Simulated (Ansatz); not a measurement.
Input file for Ansatz (a program for electronic structure): R-CCSD(T)/def2-TZVPP on CH6InN (SMILES [CH3][InH][NH2]), a point of a torsion scan. Elements past Kr take the def2 small-core potentials; no spin–orbit coupling. The run froze 11 orbitals, filled d shells among them.

Ansatz 0.2 input:
```yaml
crystal:
  periodic: [false, false, false]
  atoms:
    - {symbol: C, position_ang: [-1.56385457, 0.15567897, -0.25783269]}
    - {symbol: In, position_ang: [0.28034456, -0.56980486, 0.73227450]}
    - {symbol: N, position_ang: [2.08780193, -0.06983037, -0.06708724]}
    - {symbol: H, position_ang: [-2.11996818, -0.67497179, -0.68781698]}
    - {symbol: H, position_ang: [-2.20420635, 0.68845532, 0.44202262]}
    - {symbol: H, position_ang: [-1.24384497, 0.83091163, -1.05066928]}
    - {symbol: H, position_ang: [0.39754758, -1.40317617, 2.24422661]}
    - {symbol: H, position_ang: [2.85287773, -0.72264268, 0.06248140]}
    - {symbol: H, position_ang: [2.06426028, 0.16526834, -1.05413913]}
basis:
  gaussian:
    orbitals: def2-TZVPP
magnetization: {spin_polarized: false}
correlation: {method: ccsd_t, electrons: outside_noble_gas}
scf: {lower_state_search: off}
```

Output:

```
WARN ansatz: RAYON_NUM_THREADS=1 ignored (pool sized by the plan → 1); use --threads N
Functional definition: HF
these checks for a lower state are left out or cut short: stability, starts, cluster_reference, orbital_swaps, neighbouring_geometries, increment
integrals: 0.76 GiB planned
1319 factors; integrals over basis functions are off by at most 8.7e-4 eV
mean field: 0.56 GiB planned
mean field evaluation 1: about -7751.7820 eV, gradient 4.5e1 eV
mean field evaluation 2: about -7751.8202 eV, gradient 4.5e1 eV
mean field evaluation 4: about -7756.4237 eV, gradient 3.7e0 eV
mean field evaluation 8: about -7756.4798 eV, gradient 2.5e-1 eV
mean field -7756.48013327 eV, -285.0453873668 hartree, gradient 5.7e-6 eV, S^2 0.000000; 0 other end points of the search recorded, 0 dependent functions left out
11 core orbitals not correlated, not the lowest: weight in the atoms' cores, before any rotation towards them, 0.791 or more for the frozen orbitals, at most 0.201 for the correlated occupied ones
reference -7756.48013327 eV, -285.0453873668 hartree; 9, 9 occupied and 176, 176 virtual orbitals, 1319 factors
second order -13.09750082 eV of doubles, -0.00000000 eV of singles
coupled cluster: 2.06 GiB planned
cycle   1  -13.52949121 eV  change   -4.3e-1 eV  update   8.0e-2
cycle   2  -13.86433042 eV  change   -3.3e-1 eV  update   2.5e-2
cycle   3  -13.94392640 eV  change   -8.0e-2 eV  update   1.4e-2
cycle   4  -13.94051086 eV  change    3.4e-3 eV  update   4.1e-3
cycle   5  -13.94018746 eV  change    3.2e-4 eV  update   2.4e-3
cycle   6  -13.94031836 eV  change   -1.3e-4 eV  update   8.0e-4
cycle   7  -13.93999673 eV  change    3.2e-4 eV  update   2.8e-4
cycle   8  -13.93998932 eV  change    7.4e-6 eV  update   9.5e-5
cycle   9  -13.94000057 eV  change   -1.1e-5 eV  update   2.7e-5
cycle  10  -13.93999097 eV  change    9.6e-6 eV  update   1.0e-5
perturbative correction -0.51451297 eV, -0.0189080030 hartree
Total energy: -7770.93463721 eV, -285.5765805890 hartree
Checks for a lower state left out: stability, starts, cluster_reference, orbital_swaps, neighbouring_geometries, increment
```

Self-consistency was reached.

Cost: very roughly 110 core-seconds.
